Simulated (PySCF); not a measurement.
CH4N2OSi, SMILES N#CO[SiH2]N. Coordinates come from a B3LYP-D3(BJ)/def2-SVP optimisation. The structure was generated by enumeration, and PubChem lists no compound with its InChIKey, so it may never have been made. The values are those of a single conformer.

Computed equilibrium geometry at B3LYP-D3(BJ)/def2-SVP (PySCF confirms it by a frequency run) as Cartesian coordinates in Å, and its point group (one conformer of several):
point group Cs.
```xyz
9

N      0.0839     2.8763     0.0000
C     -0.2131     1.7506     0.0000
O     -0.5641     0.5177     0.0000
Si     0.5054    -0.8534     0.0000
N     -0.3974    -2.2939     0.0000
H      1.2960    -0.7377    -1.2461
H      1.2960    -0.7377     1.2461
H     -0.8406    -2.6495     0.8410
H     -0.8406    -2.6495    -0.8410
```
